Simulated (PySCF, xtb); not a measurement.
B(vinyl)(OH)(OMe) (C3H7BO2), SMILES C=CB(O)OC.

GFN2-xTB run with xtb at its own geometry gives an orbital gap of 4.80 eV and a dipole moment of 1.76 D.

Geometry: PBE0-D3(BJ)/def2-SVP. Other conformers were not sampled.

### Question
What does PBE/def2-TZVP (PySCF) give? (The exact figures need the calculation; the answer reports its results.)

### Answer
gap 5.13 eV (levels -6.76 and -1.63 eV), dipole 1.67 D.
